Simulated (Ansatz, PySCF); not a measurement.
Stretching the Ga1–H2 bond in BrGaH2 (SMILES [GaH2][Br]) (multiplicity 1 held, fragments rigid). Energies count from the point at 1.557 Å.
Geometry at that point (charge 0, multiplicity 1):
```xyz
4

Ga    -0.62727    -0.97642     0.15642
H     -0.07053    -1.95941     1.22858
H     -1.89601    -1.10175    -0.73821
Br     0.61177     0.95229    -0.15255
```

Unrestricted levels (U-) break spin symmetry where that is lower. Active spaces are followed from a long bond inwards. Levels need not reach the same state.

Correlated levels freeze the cores. Filled d and f shells under p-block atoms count as core. Rows in 3-21G, LANL2DZ carry no dispersion term and start afresh at each structure; the Pople sets are all-electron and without relativity. LANL2DZ brings its own core potentials from Na on.

Programs: Ansatz (a first-principles code); PySCF for 3-21G rows, LANL2DZ rows. Values without a source in brackets are computed.

Other levels give for the energy at R = 4.984 Å: U-PBE/cc-pVTZ 77.19; U-B3LYP/cc-pVTZ 79.86; U-wB97X-V/cc-pVTZ 83.55; FIC-MRCISD+Q on CASSCF(2,2)/cc-pVTZ 81.72 kcal/mol.

Common cheap choices:

```json
[
 {"level": "R-HF/3-21G", "energy at R = 4.984 Å (kcal/mol)": "164.53"},
 {"level": "U-HF/LANL2DZ", "energy at R = 4.984 Å (kcal/mol)": "61.57"},
 {"level": "R-B3LYP/LANL2DZ", "energy at R = 4.984 Å (kcal/mol)": "120.14"},
 {"level": "U-B3LYP/LANL2DZ", "energy at R = 4.984 Å (kcal/mol)": "80.64"}
]
```

Doubts at one or more of the structures used: a restricted determinant that unrestricted orbitals would lower (R-HF/3-21G); a spin-contaminated determinant (U-HF/LANL2DZ, U-B3LYP/LANL2DZ, U-PBE/cc-pVTZ, U-B3LYP/cc-pVTZ, U-wB97X-V/cc-pVTZ).
